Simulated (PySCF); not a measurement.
# Sb: ionisation energy

Sb [Kr] 4d10 5s2 5p3 (4S) → Sb⁺ [Kr] 4d10 5s2 5p2 (3P), as a difference of total energies. Calculation: PySCF 2.14, in def2-TZVPPD with the def2 core potential (28 electrons) (7s5p4d2f, 56 functions); scalar relativity through the core potential. Correlated levels: valence: 4s2 4p6 4d10 frozen; valence and next inner shell: nothing frozen outside the core potential. The calculations carry no spin-orbit coupling.

Order these methods by the ionisation energy they give, lowest first.
A. MP2 (valence and next inner shell)
B. r2SCANh
C. MP2 (valence)
D. UHF

D (8.581 eV), C (8.983 eV), A (9.112 eV), B (9.174 eV).

Errors of the correlated levels include the incompleteness of this basis and the frozen core.

For comparison: 9.124 eV (measured; NIST levels, between the centres of gravity of the two terms).
